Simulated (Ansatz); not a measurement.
Question: Name a neutral molecule of C, In, N, O and H with size of the dipole moment (ωB97M-V/def2-TZVPP) between 1.25 and 1.55 D and HOMO energy (PBE/def2-TZVPP) between -5.15 and -4.85 eV (Ansatz, PBE0-D4/def2-TZVP geometry).

Answer: `C1[NH][InH][CH2]O1` (1.53 D, -5.14 eV). Other molecules can fit too; these were computed, each in one conformer that needn't be the lowest.
